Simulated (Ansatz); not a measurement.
Molecule: BiF3, charge 0, multiplicity 1. 
Structure (B3LYP-D3(BJ)/def2-TZVP (Ansatz, an electronic-structure program) minimum search):
SMILES: [Bi]([F])([F])[F]
```xyz
4

Bi     0.0004    -0.0017     0.2538
F     -1.3717    -1.0299    -0.7847
F     -0.2126     1.7093    -0.7687
F      1.5802    -0.6640    -0.7875
```

Basis-set convergence of Hartree-Fock and CCSD(T) correlation energies (hartree) with Ansatz. Correlated levels leave the core frozen unless marked. Spin-orbit coupling is left out. The frozen core is the preceding noble-gas configuration, with the filled d and f shells of earlier blocks. Past Kr the def2 sets carry scalar-relativistic core potentials.

```
basis        functions       E(HF)  E(corr, CCSD(T))  rough core time
-----------  ---------  ----------  ----------------  ---------------
def2-SVPD          101  -511.70514          -0.71837       under 20 s
def2-TZVPPD        176  (withheld)        (withheld)             22 s
```

Complete the blanks.


- def2-TZVPPD, E(HF): -512.08273
- def2-TZVPPD, E(corr, CCSD(T)): -0.91262
